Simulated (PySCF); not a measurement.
Structure with atom numbers: `[cH:1]1[cH:2][cH:3][c:4]2[p:5][cH:6][cH:7][cH:8][c:9]2[cH:10]1`. Each H is labelled by its parent atom.

GIAO PBE0/pcSseg-1 shifts (PySCF 2.14.0 with density-fitted response routines, gas phase, non-relativistic, equivalent atoms averaged), each against references optimised in the same way as the molecule (TMS, H3PO4).

On the GFN2-xTB geometry: C6 170.0, C4 160.9, C3 140.9, C9 138.8, C10 137.9, C8 136.7, C1 134.2, C7 134.0, C2 129.6, P5 239.3, H(C6) 9.65, H(C3) 8.76, H(C10) 8.33, H(C8) 8.25, H(C7) 8.25, H(C1) 8.07, H(C2) 7.89 ppm.

What changes on the PBE0-D3(BJ)/def2-SVP geometry?

Answers


```tsv
atoms	δ (ppm)	change
C6	168.4	-1.6
C4	159.8	-1.1
C3	140.7	-0.2
C9	139.0	+0.2
C10	137.5	-0.4
C8	136.8	+0.1
C1	134.1	-0.1
C7	134.2	+0.2
C2	129.6	+0.0
P5	229.8	-9.5
H(C6)	9.32	-0.33
H(C3)	8.53	-0.23
H(C10)	8.12	-0.21
H(C8)	8.04	-0.21
H(C7)	8.03	-0.22
H(C1)	7.86	-0.21
H(C2)	7.69	-0.20
```

Bonds between heavy atoms that differ most (equivalent bonds averaged): C6–C7 1.395 → 1.409 Å, C9–C4 1.417 → 1.430 Å, C1–C2 1.401 → 1.412 Å, C3–C4 1.409 → 1.419 Å, C8–C9 1.412 → 1.421 Å. Mean change of bonds to hydrogen: C–H +0.012 Å.
